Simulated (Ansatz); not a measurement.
Ga₂N₂, relaxed as a singlet with RKS PBE-D4/def2-SVP in Ansatz, starting from the GFN1-xTB geometry. Force threshold 0.02 eV/Å.

At PBE-D4/def2-SVP a triplet of charge 0 lies 0.06 eV below the restricted singlet, each at its own geometry. The structure comes from a short search, and lower isomers may exist.

Start:

```xyz
4

Ga    0.159   -1.116   -1.322
Ga   -0.367   -0.734    1.241
N    -0.164    0.718   -0.470
N     0.372    1.132    0.551
```

Q: Estimate the energy that the relaxation releases and the steps that it takes.

A: 9.6 kcal/mol, in 10 steps; 15 s on 2 threads of Arm Neoverse V1 on a shared host. No frequencies were taken in this run, so the end may be a saddle point.

Q: Does the start keep its bonding and symmetry?

A: By distances, no bond broke or formed. The bond that changes most is Ga2–N4, from 2.12 to 2.40 Å (atoms count from 1).

Q: Predict the relaxed structure.

A: 
```xyz
4

Ga    0.049   -1.192   -1.571
Ga   -0.374   -0.807    1.439
N     0.179    0.645   -0.402
N     0.146    1.354    0.534
```
Bond lengths (bridged metal pairs left out): 1 × N–N 1.17 Å; 1 × Ga–N 2.18 Å.
